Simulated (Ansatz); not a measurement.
A set of 12 reactions (germylene extrusion), with CCSD(T)/CBS values in kJ/mol:

```tsv
reaction	ΔE
`[SiH3][GeH2][SiH3]` → `[GeH2]` + `[SiH3][SiH3]`	208.7
`[CH3][Ge]([OH])([F])[Cl]` → `CCl` + `[OH][Ge][F]`	187.9
`[Cl][GeH2][GeH2][Cl]` → `[Cl][GeH2][Cl]` + `[GeH2]`	195.4
`C[S][GeH2][OH]` → H₂ + `C[S][Ge][OH]`	51.7
`C[O][GeH]([NH2])[Cl]` → `[Cl][GeH]` + `CON`	388.0
`C[O][GeH]([NH2])[Cl]` → HCl + `C[O][Ge][NH2]`	114.2
`O[C](F)(F)[GeH3]` → `[GeH2]` + `OC(F)F`	117.6
`[SH][Ge]([SH])([SH])[Cl]` → `[SH][Ge][Cl]` + `SS`	191.4
`N[CH2][GeH3]` → `[GeH2]` + CH₃NH₂	147.9
`[Cl][GeH2][I]` → `[Cl][GeH]` + HI	194.8
`[Cl][GeH2][I]` → `ClI` + `[GeH2]`	392.1
`C[CH](C)[GeH3]` → `C[CH](C)[GeH]` + H₂	183.6
```

Calculated with Ansatz (gas phase, PBE0-D4/def2-TZVP geometries, no zero-point term in ΔE). CCSD(T)/CBS adds triple-zeta CCSD(T) − MP2 to the extrapolated MP2 energy (def2 sets, frozen cores). This one scheme is used for every species. DFT in def2-TZVPP. B3LYP here is the variant with VWN-RPA as its local correlation; programs differ in this. def2 core potentials past Kr. For Ge, I outer-core shells are correlated without core-valence functions, which leaves a few kJ/mol of doubt a bond. Scalar relativity is left out up to krypton. One conformer a species, not always the lowest.

**Question.** Give the mean, mean absolute and largest difference (level minus CCSD(T)/CBS, kJ/mol) for: PBE-D4, r2SCAN-D4, ωB97X-V, ωB97M-V, B2PLYP, r2SCAN, PBE0, B3LYP, CCSD/def2-TZVPP, CCSD(T)/def2-TZVPP, HF/def2-QZVPP, MP2/def2-QZVPP, SCS-MP2/def2-QZVPP, MP2/CBS(def2). (Estimate.)

**Answer.** Ansatz gave: 
| level | mean | mean absolute | largest |
| --- | --- | --- | --- |
| PBE-D4 | -10.7 | 11.6 | -37.3 |
| r2SCAN-D4 | 9.9 | 9.9 | 20.4 |
| ωB97X-V | 6.3 | 7.1 | 14.6 |
| ωB97M-V | -7.9 | 7.9 | -17.4 |
| B2PLYP | -10.2 | 10.2 | -15.0 |
| r2SCAN | 7.9 | 8.4 | 18.8 |
| PBE0 | -1.3 | 5.2 | -21.9 |
| B3LYP | -31.5 | 31.5 | -50.3 |
| CCSD/def2-TZVPP | 5.3 | 7.9 | 17.6 |
| CCSD(T)/def2-TZVPP | 7.7 | 7.7 | 16.9 |
| HF/def2-QZVPP | -13.5 | 19.2 | -42.7 |
| MP2/def2-QZVPP | 19.2 | 19.2 | 34.7 |
| SCS-MP2/def2-QZVPP | 6.0 | 6.2 | 14.9 |
| MP2/CBS(def2) | 16.5 | 16.5 | 32.0 |

The largest T1 diagnostic in the set is 0.015, for `[OH][Ge][F]` (customary mark 0.02).

CCSD(T)/CBS is a level of theory with its own doubt, and the functionals carry their triple-zeta basis error, so these figures describe this set and don't rank the functionals.
